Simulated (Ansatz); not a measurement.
Energy difference R1 → P1 + P2, each structure at its B3LYP-D3(BJ)/def2-TZVP stationary point, reached from a drawn start (curvature not checked).
R1: CHCl3 (SMILES ClC(Cl)Cl), charge 0, multiplicity 1.
P1: CHCl2 (SMILES Cl[CH]Cl), charge 0, multiplicity 2.
P2: Cl atom, charge 0, multiplicity 2.

P less R. No zero-point or thermal terms; singlets are restricted closed shells; open shells are unrestricted; no spin–orbit coupling.

Cores are frozen in the correlated methods.

Programs: Ansatz (Gaussian orbitals). All values are computed, each at the level named.

Total energies in hartree:

```json
[
 {"structure": "R1", "PBE/def2-TZVPP": "-1418.744031", "CCSD(T)/cc-pV(Q+d)Z": "-1417.908978"},
 {"structure": "P1", "PBE/def2-TZVPP": "-958.664894", "CCSD(T)/cc-pV(Q+d)Z": "-958.094622"},
 {"structure": "P2", "PBE/def2-TZVPP": "-459.958430", "CCSD(T)/cc-pV(Q+d)Z": "-459.694492"}
]
```

Work out the reaction energy at each level in eV (1 hartree = 27.21139 eV), and say how far PBE/def2-TZVPP lies from CCSD(T)/cc-pV(Q+d)Z.


- PBE/def2-TZVPP: (-958.664894) + (-459.958430) − (-1418.744031) = 0.120707 hartree = 3.285 eV
- CCSD(T)/cc-pV(Q+d)Z: (-958.094622) + (-459.694492) − (-1417.908978) = 0.119864 hartree = 3.262 eV
PBE/def2-TZVPP less CCSD(T)/cc-pV(Q+d)Z: 0.023 eV. CCSD(T)/cc-pV(Q+d)Z is the level counted from, the highest shown, and no exact or measured value.

Ansatz is a quantum-chemistry and plane-wave program.
